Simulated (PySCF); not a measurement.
## Two-component Hartree-Fock for Kr¹⁹⁺ (krypton, charge +19)

Start: [Ne] 3s2 3p5; 3p1/2 filled at m_j = +1/2; 3p3/2 filled at m_j = -3/2, -1/2, +1/2, +3/2. Calculated with PySCF 2.14 in an even-tempered Gaussian basis (19 s from 2.1 bohr⁻², ratio 2.4; 14 p from 2.7 bohr⁻², ratio 2.4; 5 d from 13 bohr⁻², ratio 2.6; 4 f from 19 bohr⁻², ratio 2.6): generalised Hartree-Fock with the X2C-1e Hamiltonian and a Gaussian nucleus; one run each with spin-orbit coupling (SO) screened by Boettger's factors, then bare. This is a chosen level, not necessarily the ground level.

| spinor shell | electrons | ε, screened SO (eV) | ε, bare SO (eV) | weight of nominal j (bare SO) | rms radius, bare SO (bohr) |
| --- | --- | --- | --- | --- | --- |
| 1s1/2 | 2 | -15159.0 | -15159.0 | 1.000 | 0.0478 |
| 2s1/2 | 2 | -2703.9 | -2703.9 | 1.000 | 0.196 |
| 2p1/2 | 2 | -2509.5 | -2511.8 | 1.000 | 0.172 |
| 3s1/2 | 2 | -915.63 | -915.64 | 1.000 | 0.499 |
| 3p1/2 | 1 | -848.62 | -849.11 | 1.000 | 0.490 |
| 3p3/2 | 4 | -833.90 | -833.69 | 1.000 | 0.497 |

Q: Where does 2p3/2 lie, and what is the 2p spin-orbit splitting (bare SO)?

A: At -2455.7 eV, 56.089 eV above 2p1/2.

```
   quantity  screened SO      bare SO
E (hartree)  -2584.75119  -2584.75618
        M_J          1/2          1/2
       ⟨J²⟩        0.752        0.752
       ⟨L²⟩        2.006        2.006
       ⟨S²⟩        0.753        0.753
```

Each row is a mean over spinors that exchange with the open shell spreads, by up to 6.950 eV (2p1/2).
